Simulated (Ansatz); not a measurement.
`NB(S)O[SiH3]` and `CCB(N)S` differ in one atom or group.

Ansatz, PBE0-D4/def2-TZVP geometries, multiplicity 1. Each molecule was computed in one conformer, which needn't be the lowest.

```tsv
property	`NB(S)O[SiH3]`
HOMO energy (PBE0/def2-TZVPP) / eV	-7.22
HOMO energy (PBE/def2-TZVPP) / eV	-5.95
HOMO–LUMO gap (PBE/def2-TZVPP) / eV	5.10
LUMO energy (ωB97M-V/def2-TZVPP) / eV	1.64
size of the dipole moment (B3LYP/def2-TZVPP) / D	2.03
LUMO energy (B3LYP/def2-TZVPP) / eV	-0.23
```

Task: What does the change do to each property? (Estimate.)

Result: Ansatz gave: 
```tsv
property	`CCB(N)S`	shift
HOMO energy (PBE0/def2-TZVPP) / eV	-7.00	0.22
HOMO energy (PBE/def2-TZVPP) / eV	-5.77	0.18
HOMO–LUMO gap (PBE/def2-TZVPP) / eV	5.46	0.36
LUMO energy (ωB97M-V/def2-TZVPP) / eV	1.99	0.35
size of the dipole moment (B3LYP/def2-TZVPP) / D	1.73	-0.30
LUMO energy (B3LYP/def2-TZVPP) / eV	0.23	0.46
```

With PBE0 the HOMO rises by 0.22 eV and the LUMO rises by 0.54 eV, so the gap widens by about 0.32 eV. PBE moves the HOMO by 0.18 eV and ωB97M-V by 0.24 eV. Dipoles are sizes alone; their direction can turn.

B3LYP here is the variant with VWN-RPA as its local correlation; programs differ in this.
